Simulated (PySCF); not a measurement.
B3LYP has the VWN-RPA correlation part, as in Gaussian. Delta-SCF ions had no search for a lower state. Excitations are Tamm–Dancoff values on a coarser integration grid. The basis has no diffuse functions, so Rydberg states are missing or too high.

Cartesian coordinates (Å):
```xyz
22

B     -0.1761     2.1373    -0.9908
C     -0.3761     1.1164     0.1682
C      0.8824     0.7600     0.9810
C      1.7681    -0.2180     0.2001
C      0.9959    -1.4749    -0.2164
C     -0.2844    -1.1262    -0.9846
C     -1.1667    -0.1714    -0.1592
B     -1.9752    -0.8197     1.0035
H      0.7035     2.9664    -0.9381
H     -0.9618     2.1878    -1.9098
H     -1.0220     1.7771     0.8037
H      1.4500     1.6695     1.2345
H      0.5865     0.2910     1.9386
H      2.1455     0.2911    -0.7069
H      2.6557    -0.4931     0.7935
H      1.6392    -2.1374    -0.8186
H      0.7215    -2.0470     0.6901
H     -0.0093    -0.6445    -1.9420
H     -0.8388    -2.0438    -1.2382
H     -2.0543     0.1069    -0.7855
H     -2.3145    -1.9797     0.9476
H     -2.3691    -0.1477     1.9295
```
Charge 0, multiplicity 1.

Predict the total energy, S1 excitation (TDA), T1 excitation (TDA), dipole moment, vertical ionisation energy (Delta-SCF), LUMO, S1 oscillator strength and HOMO from B3LYP-D3(BJ)/def2-TZVP // B3LYP-D3(BJ)/def2-SVP run with PySCF.


| Property | Value |
|---|---|
| total energy | -7806.11 eV |
| S1 excitation (TDA) | 5.08 eV |
| T1 excitation (TDA) | 4.60 eV |
| dipole moment | 0.083 e·Å |
| vertical ionisation energy (Delta-SCF) | 9.73 eV |
| LUMO | -1.54 eV |
| S1 oscillator strength | 0.007 |
| HOMO | -7.77 eV |
